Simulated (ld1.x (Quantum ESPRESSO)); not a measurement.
# Before and after: TM potential for Ag

Ag, norm-conserving Troullier–Martins (Kleinman–Bylander form), made with ld1.x (Quantum ESPRESSO) 7.5 (PBEsol, scalar-relativistic). Core [Kr], reference 4d10 5s1 5p0. Waves: 5p (bound, empty): rc 2.40 bohr; 4d (bound): rc 1.65 bohr; 5s (bound): rc 2.15 bohr. Local part: the s channel. Core correction: none.

Change: core [Ar] 3d10, valence charge 19; reference 4s2 4p6 4d10 5s1 5p0; waves now 4p (bound): rc 1.20 bohr; 4d (bound): rc 1.70 bohr; 4s (bound): rc 0.90 bohr.

Cutoffs: the cutoffs (Ry, on a coarse ladder) from which the occupation-weighted sum of valence levels, in a spherical-Bessel basis at the reference potential, stays within 10 and 1 mRy of its value at 400 Ry; they do not see the model core or the augmentation charge, which bear on the density cutoff. Errors are all-electron minus pseudo energies relative to the spin-unpolarised reference configuration.

What does the change do?

The potential gets harder (70 Ry and 100 Ry → 160 Ry and 260 Ry); neither file shows a bound ghost. The added semicore shells are compact, so their waves need more plane waves. Several settings change at once here, so the effects cannot be laid on one of them.

```tsv
quantity	base	changed
cutoff, loose	70 Ry	160 Ry
cutoff, tight	100 Ry	260 Ry
bound ghosts	none	none
largest miss of a reference level, eV	0.00	0.07
largest error over its own tests, meV	-1458	-261
```

Changed file: The 5s level has no wave, so the channel is fitted at the deeper level alone: the likely source of the large errors.
